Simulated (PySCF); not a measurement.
Assigning NMR signals

Numbering as in the mapped SMILES `[F:1][CH:2]([F:3])[C@:4]1([F:5])[SiH2:6][Si@@H:7]([F:8])[SiH2:9]1`. Each H is labelled by its parent atom. Ha(Si6), Ha(Si9) are cis to F8 on the ring; Hb(Si6), Hb(Si9) are trans to F8 on the ring.

No relativistic terms, gas phase, one conformer, fast rotation and ring inversion assumed for equivalent nuclei. PBE0/pcSseg-1 with gauge-including orbitals; GFN2-xTB structure; PySCF 2.14.

References, each an isolated molecule treated in the same way: 13C, 1H against TMS.

Question: Assign these signals to the numbered atoms. 13C{1H} NMR (computed): δ 124.9 (CH), 98.3 (C).

Answer: 
| δ (ppm) | atoms | environment | reason |
| --- | --- | --- | --- |
| 124.9 | C2 | sp3 CH bonded to 2 F | 2 electronegative neighbours deshield it |
| 98.3 | C4 | fully substituted sp3 carbon bonded to F and 2 Si | deshielded by the electronegative neighbour |

Question: Assign these signals to the numbered atoms. 1H NMR (600 MHz, computed): δ 6.63 (m, 1H), 6.49 (m, 1H), 4.95 (m, 2H), 4.85 (m, 2H).

Answer: 
| δ (ppm) | atoms | environment | reason |
| --- | --- | --- | --- |
| 6.63 | H(C2) | hydrogen on an sp3 CH bonded to 2 F | its carbon carries F, which withdraws density |
| 6.49 | H(Si7) | hydrogen on a silicon bonded to F, 2 Si, in a 4-membered ring | – |
| 4.95 | Ha(Si6)/Ha(Si9) | hydrogen on a silicon bonded to C, Si, in a 4-membered ring | – |
| 4.85 | Hb(Si6)/Hb(Si9) | hydrogen on a silicon bonded to C, Si, in a 4-membered ring | – |

Ha(Si6)/Ha(Si9) and Hb(Si6)/Hb(Si9) lie closer than the usual error of such a calculation, so a measured spectrum could show them in the other order.

Splittings by 19F in the carbon and heteronuclear signals aren't shown, as no couplings were computed. Shifts are as computed. Against solution values, carbons near 30 ppm lie about +3 ppm off and those near 130 ppm about +5 ppm. Of 1309 compounds with measured shifts, 239 miss one by over three times the rms of a fit or turn the order of signals round; such compounds aren't used in these exercises. Multiplicities follow the n + 1 count of equivalent neighbours, as no J values were calculated; m marks all less simple cases, F and P coupling included.
